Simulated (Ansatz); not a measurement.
Energy profile

The step: SiF₄ ([F][Si]([F])([F])[F]) + HCl → SiClF₃ ([F][Si]([F])([F])[Cl]) + HF; bonds formed: Si1–Cl7, F2–H6; bonds broken: Si1–F2, H6–Cl7 (atoms numbered as in the saddle structure below).

```
7
angstrom
Si -0.4166 -0.3012 -0.0554
F 1.2291 -0.4393 0.5865
F -0.1406 -1.4673 -1.0742
F -1.6910 0.3628 -0.7340
F -1.0201 -0.6862 1.3451
H 1.4291 0.7495 0.2799
Cl 0.6103 1.7818 -0.3477
```

Electronic energies by CCSD(T) at an estimated basis limit (MP2 extrapolated from triple and quadruple zeta, plus CCSD(T) − MP2 in triple zeta), on PBE0-D4/def2-TZVP structures; SiHClF4, closed shell; no counterpoise correction. Computed with Ansatz 0.2.0 (basis: def2-TZVPP and def2-QZVPP); correlated methods freeze the cores. Extrapolation: Hartree–Fock as exp(−7.88 √X), correlation as X^−2.97.

Q: Give the profile in kJ/mol, counted from the separated reactants. (An estimate is asked for; the value comes from the calculation.)

A: By the calculation:
```json
{"point": "separated: SiF4 (linked as [F][Si]([F])([F])[F]; Si1, F2, F3, F4, F5; singlet) + HCl (H6, Cl7; singlet)", "kJ/mol": "0.0"}
{"point": "start structure", "kJ/mol": "-6.4"}
{"point": "saddle", "kJ/mol": "173.2"}
{"point": "end structure", "kJ/mol": "47.6"}
```

The T1 diagnostic stays at or below 0.012.

For scale, one of the runs: CCSD(T)/def2-TZVPP, 222 basis functions, launched by `ansatz run in.yaml --threads 8 --pin off --events-out ev --progress --plain --max-ram 19148MiB`. Hardware: 8 CPU threads of an Arm Neoverse V2, shared host. Wall time 73 s; peak host memory 3.8 GiB.
